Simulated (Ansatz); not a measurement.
A nudged elastic band was laid between two geometries of BBrH2 + ClH (6 atoms, charge 0, multiplicity 1).

The calculation used Ansatz, RKS PBE0/def2-SVP.

- movable images: 9
- climbing image: yes
- spring: 5.0 eV/Å²
- optimiser: lbfgs
- start path: through a guess of the saddle point
- force threshold: 0.05 eV/Å
- iteration limit: 60
- end points: relaxed
- largest step: 0.5 Å

First end point:

```xyz
6
Properties=species:S:1:pos:R:3
B -0.589 -0.681 0.293
Br 0.784 -1.713 -0.553
H -1.555 -0.398 -0.362
H -0.504 -0.510 1.480
H 1.434 1.377 -0.725
Cl 0.429 1.925 -0.133
```

Last end point:

```xyz
6
Properties=species:S:1:pos:R:3
B -0.888 0.098 0.509
Br 1.509 -1.181 -0.931
H -1.607 -0.375 -0.331
H -0.554 -0.480 1.509
H 1.975 0.154 -1.101
Cl -0.434 1.784 0.345
```

Problem. What changes between the two ends?

Solution. Bonds broken: B1–Br2, H5–Cl6. Bonds formed: B1–Cl6, Br2–H5. BBrH2 + ClH becomes BClH2 + BrH.

Problem. What energy profile does the band end with?

Solution. The forces met the threshold. The highest image is number 5 of 0 to 10, 8.5 kcal/mol above the first end and 11.1 kcal/mol above the last; the last end lies 2.6 kcal/mol below the first. Another band between the same ends (9 images) ends at a top of the same energy, where a vibrational analysis finds 1 clearly imaginary mode. The orbitals stay closed-shell, which can raise the energy where a bond breaks towards radicals; this wasn't checked here.

```json
{"image": "0", "path coordinate (Å)": "0.00", "energy (kcal/mol)": "0.0", "B1–Br2 (Å)": "1.92", "H5–Cl6 (Å)": "1.29", "B1–Cl6 (Å)": "2.83"}
{"image": "1", "path coordinate (Å)": "0.26", "energy (kcal/mol)": "0.2", "B1–Br2 (Å)": "1.93", "H5–Cl6 (Å)": "1.29", "B1–Cl6 (Å)": "2.68"}
{"image": "2", "path coordinate (Å)": "0.53", "energy (kcal/mol)": "1.1", "B1–Br2 (Å)": "1.95", "H5–Cl6 (Å)": "1.30", "B1–Cl6 (Å)": "2.50"}
{"image": "3", "path coordinate (Å)": "0.80", "energy (kcal/mol)": "3.1", "B1–Br2 (Å)": "1.99", "H5–Cl6 (Å)": "1.31", "B1–Cl6 (Å)": "2.30"}
{"image": "4", "path coordinate (Å)": "1.07", "energy (kcal/mol)": "6.1", "B1–Br2 (Å)": "2.05", "H5–Cl6 (Å)": "1.38", "B1–Cl6 (Å)": "2.11"}
{"image": "5", "path coordinate (Å)": "1.34", "energy (kcal/mol)": "8.5", "B1–Br2 (Å)": "2.16", "H5–Cl6 (Å)": "1.58", "B1–Cl6 (Å)": "1.97"}
{"image": "6", "path coordinate (Å)": "1.65", "energy (kcal/mol)": "5.3", "B1–Br2 (Å)": "2.33", "H5–Cl6 (Å)": "1.92", "B1–Cl6 (Å)": "1.87"}
{"image": "7", "path coordinate (Å)": "1.95", "energy (kcal/mol)": "0.9", "B1–Br2 (Å)": "2.56", "H5–Cl6 (Å)": "2.24", "B1–Cl6 (Å)": "1.80"}
{"image": "8", "path coordinate (Å)": "2.24", "energy (kcal/mol)": "-1.5", "B1–Br2 (Å)": "2.78", "H5–Cl6 (Å)": "2.56", "B1–Cl6 (Å)": "1.77"}
{"image": "9", "path coordinate (Å)": "2.54", "energy (kcal/mol)": "-2.4", "B1–Br2 (Å)": "2.94", "H5–Cl6 (Å)": "2.89", "B1–Cl6 (Å)": "1.76"}
{"image": "10", "path coordinate (Å)": "2.83", "energy (kcal/mol)": "-2.6", "B1–Br2 (Å)": "3.07", "H5–Cl6 (Å)": "3.25", "B1–Cl6 (Å)": "1.75"}
```

Problem. What is the geometry of the highest image?

Solution. 
```xyz
6
Properties=species:S:1:pos:R:3
B -0.522 -0.178 0.286
Br 1.119 -1.166 -0.706
H -1.507 -0.342 -0.381
H -0.457 -0.446 1.454
H 1.158 0.507 -0.625
Cl 0.209 1.625 -0.028
```

The run took 120 s on 2 threads of AMD EPYC 9R45 96-Core Processor (Zen 5) (shared host), peak memory 0.18 GiB.
